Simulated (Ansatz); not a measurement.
Basis sets compared for K2Na6⁺. The state is a doublet with charge 1. Geometry PBE0/def2-SVP. Ansatz on 4 threads of Arm Neoverse V1 on a shared host; times are rough, and most runs start from earlier orbitals.

```xyz
8

Na   -1.0514    2.0125   -3.4335
Na   -0.1848    2.8835   -0.0457
Na   -2.2957    1.9454    2.7081
Na    3.1414   -3.0345    0.6552
Na   -0.3990   -3.1586    0.0579
Na   -1.9745   -0.0080   -0.4395
K     1.7909   -0.4052   -2.1503
K     0.9732   -0.2352    2.6477
```

Another isomer (doublet) lies 0.27 eV lower at PBE0/def2-TZVP; other spin states weren't run for this one.

```
        level  functions  energy (Eh)  HOMO (eV)  LUMO (eV)  wall time
 PBE/def2-SVP        138   -2171.8737      -5.40      -4.94      8.5 s
PBE0/def2-SVP        138   -2172.0566      -5.78      -4.41       20 s
```

Question: Estimate the rows for PBE/def2-TZVP (with forces), PBE0/def2-TZVP.

Answer: 
| level | functions | energy (Eh) | HOMO (eV) | LUMO (eV) | wall time |
| --- | --- | --- | --- | --- | --- |
| PBE/def2-TZVP (with forces) | 258 | -2172.3880 | -5.43 | -4.96 | 15 s |
| PBE0/def2-TZVP | 258 | -2172.5652 | -5.82 | -4.42 | 31 s |
